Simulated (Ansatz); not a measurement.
```yaml
crystal:
  periodic: [false, false, false]
  atoms:
    - {symbol: C, position_ang: [0.172400, -1.639501, -0.091612]}
    - {symbol: C, position_ang: [0.548012, -0.209412, 0.106157]}
    - {symbol: O, position_ang: [1.653395, 0.234974, 0.136546]}
    - {symbol: O, position_ang: [-0.567289, 0.568849, 0.293714]}
    - {symbol: B, position_ang: [-0.570567, 1.913076, 0.048646]}
    - {symbol: F, position_ang: [-1.646122, 2.562636, 0.445447]}
    - {symbol: H, position_ang: [-0.475152, -1.732948, -0.966025]}
    - {symbol: H, position_ang: [-0.402062, -1.986073, 0.770018]}
    - {symbol: H, position_ang: [1.067046, -2.243614, -0.216861]}
    - {symbol: H, position_ang: [0.303339, 2.480914, -0.523128]}
basis:
  gaussian: {orbitals: cc-pVTZ-DK}
total_charge: 1
magnetization: {spin_polarized: true, initial_magnetization: 2}
hamiltonian: {xc: {name: B97}}
accuracy: high
scf: {lower_state_search: off}
output: {forces: true}
```

```sh
$ ansatz run in.yaml --threads 4 --pin off --events-out ev --progress --plain --max-ram 10444MiB
```

Output, abridged:

```
Error: a molecule whose nuclei and cores have a total charge of 46 cannot have a net charge of 1 together with 2 unpaired electrons
```

(1) Something in this input is off. What?

Answers

(1) The number of unpaired electrons doesn't fit the electron count. The program refused the input.
